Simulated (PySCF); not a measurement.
C₃H₈N₂Si, SMILES C[Si@]1(N)C=NC1.

Geometry: PBE0-D3(BJ)/def2-SVP. The structure was generated by enumeration; whether it is a known compound was not checked. One conformer was computed; it need not be the lowest.

The numbers are results of TDA-PBE/def2-SVPD (PySCF 2.14.0), not measurements.

Vertical excitations. The molecule is in vacuum.

Computed lowest excited states:
```tsv
state	energy (eV)	λ (nm)	f	main pairs
S1	3.96	313	0.003	HOMO→LUMO 99 %
S2	4.55	273	0.004	HOMO−1→LUMO 98 %
S3	4.94	251	0.037	HOMO→LUMO+1 98 %
S4	5.80	214	0.022	HOMO−1→LUMO+1 93 %
S5	5.84	212	0.004	HOMO−3→LUMO 63 %, HOMO−2→LUMO 29 %
S6	5.92	210	0.020	HOMO→LUMO+2 97 %
S7	6.03	206	0.019	HOMO→LUMO+3 99 %
S8	6.18	200	0.006	HOMO→LUMO+4 97 %
S9	6.51	190	0.009	HOMO→LUMO+5 95 %
S10	6.77	183	0.019	HOMO−2→LUMO+1 33 %, HOMO−2→LUMO 23 %, HOMO−3→LUMO 10 %, HOMO−1→LUMO+3 6 %
T1	3.12	397	0	HOMO→LUMO 99 %
T2	4.30	288	0	HOMO−1→LUMO 96 %
T3	4.69	265	0	HOMO−2→LUMO 79 %, HOMO−3→LUMO 14 %
T4	4.79	259	0	HOMO→LUMO+1 99 %
```
Triplets are in the Tamm–Dancoff approximation.
